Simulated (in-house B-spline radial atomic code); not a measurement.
The numbers below are computed, except where a source is named.
## Softness against transferability: the 4p channel of Te

Te, [Kr] 4d10 5s2 5p4, non-relativistic PBE, spherical and spin-unpolarised, from an all-electron radial atomic-structure program (B-spline basis) (atomic units). The all-electron 4p level is ε = -4.108271 hartree, its outermost node lies just inside 0.40 bohr and its outer maximum at 0.74 bohr.

Troullier-Martins pseudo-orbitals are made for several radii. The cutoffs (hartree) are the plane-wave energies beyond which the orbital holds less than the named kinetic energy per electron. The phase error is the difference, pseudo minus all-electron, of arctan(R P'/P) at R = 1.34 bohr for all radii, half a hartree below and above the level.

```json
{"r_c (bohr)": "0.56", "V_l(0) (hartree)": "-163.24", "cutoff for 10 mEh": "444", "for 1 mEh": "> 450", "for 0.1 mEh": "> 450", "phase error at ε − 0.5 (mrad)": "-13.5", "at ε + 0.5 (mrad)": "-2.1"}
{"r_c (bohr)": "0.65", "V_l(0) (hartree)": "-56.86", "cutoff for 10 mEh": "136", "for 1 mEh": "324", "for 0.1 mEh": "> 450", "phase error at ε − 0.5 (mrad)": "-4.4", "at ε + 0.5 (mrad)": "-0.6"}
{"r_c (bohr)": "0.74", "V_l(0) (hartree)": "-11.94", "cutoff for 10 mEh": "81.9", "for 1 mEh": "163", "for 0.1 mEh": "273", "phase error at ε − 0.5 (mrad)": "-2.4", "at ε + 0.5 (mrad)": "-0.3"}
{"r_c (bohr)": "0.84", "V_l(0) (hartree)": "-1.76", "cutoff for 10 mEh": "51.6", "for 1 mEh": "104", "for 0.1 mEh": "133", "phase error at ε − 0.5 (mrad)": "-2.0", "at ε + 0.5 (mrad)": "-0.2"}
{"r_c (bohr)": "0.94", "V_l(0) (hartree)": "-3.88", "cutoff for 10 mEh": "48.8", "for 1 mEh": "96.9", "for 0.1 mEh": "123", "phase error at ε − 0.5 (mrad)": "-2.4", "at ε + 0.5 (mrad)": "-0.3"}
{"r_c (bohr)": "1.04", "V_l(0) (hartree)": "-7.11", "cutoff for 10 mEh": "43.1", "for 1 mEh": "79.9", "for 0.1 mEh": "104", "phase error at ε − 0.5 (mrad)": "-4.1", "at ε + 0.5 (mrad)": "-0.5"}
```

Problem. Which radius needs the lowest cutoff for 1 mEh while both phase errors stay within 4.2 mrad?

Solution. The radii within that limit are 0.74, 0.84, 0.94, 1.04 bohr; of these r_c = 1.04 needs the least, 79.9 hartree, that is 160 Ry or 2174 eV.
